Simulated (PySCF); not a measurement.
Spin states and ions at one geometry of Tl(SH)

PySCF 2.14.0, RKS PBE, Tl def2-SVP with ECP60, S def2-SVP, H def2-SVP; non-relativistic Hamiltonian with scalar-relativistic core potentials where named; density fitting; no spin-orbit coupling; singlets restricted, open shells unrestricted. The geometry is relaxed for charge 0, singlet, vacuum:

```xyz
3

Tl    0.1003    0.0000   -0.1762
S    -0.0893    0.0000    2.4454
H     1.2726    0.0000    2.5415
```

Energies count from the relaxed state; an electron taken off or put on is at rest in vacuum. Charges and spins are Mulliken's.

Question: Order these states by energy, lowest first.
A. charge -1, doublet, vacuum
B. charge 0, triplet, vacuum
C. charge +1, doublet, vacuum
D. charge 0, singlet, vacuum

Answer: A (-0.04 eV), D (0.00 eV), B (3.08 eV), C (8.45 eV).

Question: How do charge and spin on the first atom follow?

Answer: 
```
                     state  spin squared  charge on Tl1 (e)  spin on Tl1 (e)  dipole about the centre of mass (D)
 charge 0, singlet, vacuum          0.00               0.28             0.00                                 3.10
 charge 0, triplet, vacuum          2.00              -0.05             1.32                                 1.06
charge +1, doublet, vacuum          0.75               0.80             0.25                                 1.16
charge -1, doublet, vacuum          0.75              -0.59             1.03                                 2.56
```

With an electron taken off (doublet) the charges change, summed by element, by Tl +0.52 e, S +0.39 e, H +0.09 e. The vertical ionisation energy is 8.45 eV, against −ε(HOMO) = 5.18 eV of the relaxed state. The level lies 3.3 eV too high, as is usual for semilocal functionals and global hybrids, which keep a self-interaction error.

With an electron put on (doublet) the charges change, summed by element, by Tl -0.87 e, S -0.10 e, H -0.03 e. The vertical electron affinity is 0.04 eV, against −ε(LUMO) = 2.43 eV of the relaxed state. The basis has no diffuse functions, which an added electron needs. The added electron's level lies above zero.

Open shells may have lower solutions than those found.
